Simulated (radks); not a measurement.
Problem. The mean radii <r> (bohr) of the occupied orbitals of an atom or ion are listed with their occupations. Calculated with a radial shooting solver on a logarithmic mesh with Libxc functionals: scalar-relativistic Kohn-Sham, LB94 model potential, spin-polarised, spherical densities, finite nucleus; Fermi nuclear charge, rms radius of each element as measured or else 0.836 A^(1/3) + 0.57 fm.

orbital  occ.      <r>
1s          2  0.03035
2s          2   0.1312
2p          6   0.1143
3s          2   0.3550
3p          6   0.3523
3d         10   0.3267
4s          2   0.7603

Name the element and its charge. Open shells, if any, are filled with parallel spins first.

Solution. Z = 48, cadmium, charge +18: Cd18+ in [Ar] 3d10 4s2. The 1s radius gives Z: for a bare nucleus <r> = (2 gamma + 1)/(2Z) with gamma = sqrt(1 - (Z/c)^2), 0.02993 bohr for Z = 48, and screening makes it slightly larger (0.03035 here). The occupations add up to 30, and the charge is Z minus that.
